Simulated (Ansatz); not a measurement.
`NBC(F)F` + HBr → `NBBr` + `FCF` at 400 K and 1 bar (ligand exchange at a B–C bond).

Computed with Ansatz on PBE0-D4/def2-TZVP structures; ΔE is electronic, products minus reactants. CCSD(T)/CBS is the MP2 limit (def2-TZVPP, def2-QZVPP) plus CCSD(T) − MP2 in def2-TZVPP, frozen cores. This one scheme is used for every species. For Br outer-core shells are correlated without core-valence functions, which leaves a few kJ/mol of doubt a bond. Scalar relativity is left out up to krypton. One conformer a species, not always the lowest.

```tsv
species	CCSD(T)/CBS energy (Eh)	H − E (kJ/mol)	S (J/(mol·K))
`NBC(F)F`	-319.57725	192.9	338.8
HBr	-2573.91920	27.6	207.2
`NBBr`	-2654.70322	126.8	298.9
`FCF`	-238.82660	101.8	260.0
```

H − E and S are ideal-gas, rigid-rotor, harmonic terms from PBE0-D4/def2-TZVP, for one conformer and one mirror image of each species. 1 Eh = 2625.50 kJ/mol, R = 8.31446 J/(mol·K).

Question: By hand: ΔE, ΔH, ΔS and ΔG.

Answer: ΔE = (-2654.70322) + (-238.82660) − (-319.57725) − (-2573.91920) = -0.03337 Eh = -87.6 kJ/mol. Δ(H − E) = 126.8 + 101.8 − 192.9 − 27.6 = 8.1, so ΔH = -79.5 kJ/mol. ΔS = 298.9 + 260.0 − 338.8 − 207.2 = 12.9 J/(mol·K). ΔG = -79.5 − 400 × (12.9)/1000 = -84.7 kJ/mol.

Question: By hand: the equilibrium constant, and the temperature at which ΔG would vanish if ΔH and ΔS stayed fixed.

Answer: log₁₀ K = −ΔG/(RT ln 10) = 11.1. ΔH and −TΔS have one sign here, so there is no such temperature.

The number of gas molecules stays the same, so ΔS is small and ΔH decides. A doubt of 5 kJ/mol in ΔE shifts log₁₀ K by 0.7 here. Other conformers and mirror images would add mixing entropy, several J/(mol·K) or more a flexible species. These are equilibria of isolated gas molecules and say nothing of rates. Largest T1 diagnostic: 0.013 (customary marks: 0.02 for closed shells, 0.045 for open ones).

ΔS is within the doubt of such terms, so its sign, and with it that verdict, could turn.
